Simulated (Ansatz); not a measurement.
`NC[TeH]` and `[GeH3][CH2][TeH]` differ in one atom or group.

Ansatz, PBE0-D4/def2-TZVP geometries, multiplicity 1. Each molecule was computed in one conformer, which needn't be the lowest.

Elements past krypton have def2 core potentials. Scalar relativity is left out up to krypton. Spin–orbit coupling is left out; it splits and shifts lone-pair levels of the heavy atoms by tenths of an eV.

```
                                          property  `NC[TeH]`
             LUMO energy (ωB97M-V/def2-TZVPP) / eV       1.23
             HOMO energy (ωB97M-V/def2-TZVPP) / eV      -8.13
               HOMO–LUMO gap (PBE/def2-TZVPP) / eV       3.57
  size of the dipole moment (B3LYP/def2-TZVPP) / D       2.25
              HOMO–LUMO gap (PBE0/def2-TZVPP) / eV       5.45
size of the dipole moment (ωB97M-V/def2-TZVPP) / D       2.24
```

**Question.** Give the same properties after the change, and the shifts. (An estimate is asked.)

**Answer.** Ansatz gave: 
```csv
property,`[GeH3][CH2][TeH]`,shift
LUMO energy (ωB97M-V/def2-TZVPP) / eV,1.01,-0.22
HOMO energy (ωB97M-V/def2-TZVPP) / eV,-8.30,-0.17
HOMO–LUMO gap (PBE/def2-TZVPP) / eV,3.54,-0.03
size of the dipole moment (B3LYP/def2-TZVPP) / D,1.07,-1.18
HOMO–LUMO gap (PBE0/def2-TZVPP) / eV,5.40,-0.05
size of the dipole moment (ωB97M-V/def2-TZVPP) / D,1.06,-1.18
```

With PBE0 the HOMO falls by 0.16 eV and the LUMO falls by 0.21 eV, so the gap narrows by about 0.05 eV. PBE moves the HOMO by -0.17 eV and ωB97M-V by -0.17 eV. Dipoles are sizes alone; their direction can turn.

B3LYP here is the variant with VWN-RPA as its local correlation; programs differ in this.
